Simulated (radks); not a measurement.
All-electron atom: Tm III in [Xe] 4f13 (the NIST ground configuration).

Calculated with a radial shooting solver on a logarithmic mesh with Libxc functionals: Dirac Kohn-Sham, LDA (Slater exchange, Perdew-Wang correlation), spin-unpolarised, spherical densities, point nucleus; open shells fill j = l - 1/2 first.

Energy parts (eV):
| part | energy |
|---|---|
| total | -369340.65 |
| kinetic | 408953.15 |
| electron-nucleus | -914844.80 |
| Hartree | 144116.87 |
| exchange-correlation | -7565.88 |

Orbitals (lengths in bohr, moments of r in powers of bohr; <r^-3> diverges for s and p1/2; r(max) is where P^2 peaks; r(90%) holds 90 % of the orbital's charge):
| orbital | occ. | eigenvalue (eV) | <r^-3> | <r^4> | r(max) | r(90%) |
|---|---|---|---|---|---|---|
| 1s1/2 | 2 | -59181.28 | - | 8.095e-07 | 0.01262 | 0.0363 |
| 2s1/2 | 2 | -9992.095 | - | 0.0001246 | 0.07212 | 0.131 |
| 2p1/2 | 2 | -9527.521 | - | 0.00007598 | 0.05403 | 0.116 |
| 2p3/2 | 4 | -8548.366 | 12810 | 0.0001048 | 0.06036 | 0.126 |
| 3s1/2 | 2 | -2256.150 | - | 0.004710 | 0.2037 | 0.324 |
| 3p1/2 | 2 | -2051.386 | - | 0.004210 | 0.1913 | 0.316 |
| 3p3/2 | 4 | -1844.697 | 2810 | 0.005348 | 0.2045 | 0.336 |
| 3d3/2 | 4 | -1494.314 | 480.1 | 0.003732 | 0.1610 | 0.308 |
| 3d5/2 | 6 | -1449.103 | 417.9 | 0.004017 | 0.1647 | 0.313 |
| 4s1/2 | 2 | -455.4322 | - | 0.1147 | 0.4649 | 0.717 |
| 4p1/2 | 2 | -373.1343 | - | 0.1282 | 0.4664 | 0.738 |
| 4p3/2 | 4 | -326.2883 | 636.3 | 0.1640 | 0.4947 | 0.785 |
| 4d3/2 | 4 | -190.6977 | 93.28 | 0.2267 | 0.4962 | 0.852 |
| 4d5/2 | 6 | -182.1788 | 79.64 | 0.2458 | 0.5053 | 0.869 |
| 4f5/2 | 6 | -18.4957 | 11.80 | 2.363 | 0.4925 | 1.38 |
| 4f7/2 | 7 | -17.2940 | 11.21 | 2.734 | 0.4981 | 1.42 |
| 5s1/2 | 2 | -68.1598 | - | 4.366 | 1.091 | 1.78 |
| 5p1/2 | 2 | -45.8568 | - | 7.533 | 1.191 | 2.04 |
| 5p3/2 | 4 | -40.0404 | 77.12 | 10.31 | 1.282 | 2.21 |

The highest occupied level is 4f7/2 at -17.294 eV. Summed over all electrons, <r^2> = 36.63 bohr^2, which gives a Langevin (diamagnetic) susceptibility term of -29 x 10^-6 cm^3/mol. The density falls to 0.001 e/bohr^3 at r = 3.32 bohr. For comparison, the ionisation energy in NIST's Atomic Spectra Database is 23.66 eV (semi-empirical). In exact Kohn-Sham theory the highest level is minus the ionisation energy, but local and semilocal functionals leave it too shallow, through self-interaction and a potential that decays too fast; potentials with the right tail come closer.

Beside tabulated values, note that spin-unpolarised runs miss the spin-polarisation part of the exchange energy of open shells.
